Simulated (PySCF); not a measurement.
**Dipole response of Ni²⁺ (nickel, charge +2)**

[Ar] 3d7 4s1, high-spin 5F determinant (an excited configuration). Computed with PySCF 2.14 in aug-cc-pVDZ, with no relativity, point nucleus. Coupled (time-dependent) response in atomic units; α is the mean over directions. A double-zeta set is small for polarisabilities.

```json
{"method": "LC-wPBE", "mean α (bohr³)": "14.91", "C₆ (like pair)": "53.56", "S(−4)": "202.1"}
```

S(−4) is the Cauchy moment in α(ω) = α(0) + S(−4) ω² + …

α(iu) at LC-wPBE:

```json
{"u (hartree)": "0", "α(iu) (bohr³)": "14.91"}
{"u (hartree)": "0.0500", "α(iu) (bohr³)": "14.43"}
{"u (hartree)": "0.100", "α(iu) (bohr³)": "13.16"}
{"u (hartree)": "0.200", "α(iu) (bohr³)": "9.922"}
{"u (hartree)": "0.300", "α(iu) (bohr³)": "7.296"}
{"u (hartree)": "0.500", "α(iu) (bohr³)": "4.408"}
{"u (hartree)": "0.750", "α(iu) (bohr³)": "2.877"}
{"u (hartree)": "1.00", "α(iu) (bohr³)": "2.138"}
{"u (hartree)": "1.50", "α(iu) (bohr³)": "1.413"}
{"u (hartree)": "2.00", "α(iu) (bohr³)": "1.040"}
{"u (hartree)": "3.00", "α(iu) (bohr³)": "0.6510"}
{"u (hartree)": "5.00", "α(iu) (bohr³)": "0.3331"}
```

A single London oscillator, α(iu) = α/(1 + u²/ω²), gives C₆ = (3/4) ω α². Matching the computed C₆ needs ω = 4 × 53.56 / (3 × 14.91²) = 0.321 hartree.

For an ion, C₆ is the dispersion term alone; charge-induced terms of lower order in 1/R come first.
